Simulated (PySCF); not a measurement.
Species: `COc1ccccc1F`. The columns A, B, C and D hold Mulliken, IAO, Hirshfeld and ESP-fitted charges (e) of one PBE0/pcSseg-1 density (PySCF), in a shuffled order. Coordinates in Å (GFN2-xTB); the density's dipole moment is (0.77, -2.34, -0.90) D.

| atom | x | y | z | A | B | C | D |
| --- | --- | --- | --- | --- | --- | --- | --- |
| C1 | 2.695 | 0.025 | 0.030 | -0.206 | -0.029 | -0.041 | -0.146 |
| O2 | 1.608 | 0.859 | 0.349 | -0.317 | -0.110 | -0.477 | -0.286 |
| C3 | 0.351 | 0.387 | 0.155 | +0.167 | +0.059 | +0.139 | +0.335 |
| C4 | 0.021 | -0.875 | -0.326 | -0.216 | -0.076 | -0.144 | -0.310 |
| C5 | -1.306 | -1.245 | -0.485 | -0.153 | -0.056 | -0.067 | -0.154 |
| C6 | -2.328 | -0.373 | -0.165 | -0.167 | -0.059 | -0.069 | -0.230 |
| C7 | -2.022 | 0.890 | 0.319 | -0.187 | -0.067 | -0.141 | -0.196 |
| C8 | -0.703 | 1.254 | 0.470 | +0.266 | +0.070 | +0.324 | +0.155 |
| F9 | -0.412 | 2.487 | 0.938 | -0.264 | -0.087 | -0.279 | -0.183 |
| H10 | 3.585 | 0.608 | 0.256 | +0.169 | +0.059 | +0.139 | +0.134 |
| H11 | 2.694 | -0.886 | 0.636 | +0.135 | +0.045 | +0.112 | +0.096 |
| H12 | 2.697 | -0.243 | -1.032 | +0.135 | +0.045 | +0.112 | +0.098 |
| H13 | 0.797 | -1.578 | -0.581 | +0.154 | +0.046 | +0.102 | +0.172 |
| H14 | -1.533 | -2.230 | -0.864 | +0.156 | +0.051 | +0.090 | +0.163 |
| H15 | -3.358 | -0.667 | -0.290 | +0.157 | +0.052 | +0.092 | +0.172 |
| H16 | -2.794 | 1.596 | 0.579 | +0.171 | +0.057 | +0.109 | +0.180 |

**Question.** Which column most likely holds the ESP-fitted charges?

**Answer.** D. Σ q r misses the density's dipole by 0.04 D (D), 1.23 D (B), 1.32 D (A), 1.87 D (C). Charges fitted to the outside potential are the only set here that is tied to the molecule's multipoles.

**Question.** And the Hirshfeld charges?

**Answer.** B. The mean sizes are 0.061 e (B), 0.152 e (C), 0.188 e (D), 0.189 e (A), and Hirshfeld charges are commonly the smallest of these schemes.

As computed, A = IAO, B = Hirshfeld, C = Mulliken, D = ESP-fitted. Hydrogens on carbon: IAO +0.14 to +0.17, Hirshfeld +0.04 to +0.06, Mulliken +0.09 to +0.14, ESP-fitted +0.10 to +0.18 e.

The Hirshfeld scheme divides the density at each point in proportion to the densities of the neutral, spherically averaged free atoms. The Mulliken scheme gives each basis function's population to the atom it is centred on and halves the overlap population of two atoms between them.

One conformer (not necessarily the lowest) at the GFN2-xTB geometry, without solvent, vibrations or thermal averaging.

Shape of the structure used: `[CH3:1][O:2][c:3]1[cH:4][cH:5][cH:6][cH:7][c:8]1[F:9]`: C1–O2–C3–C4 1°.
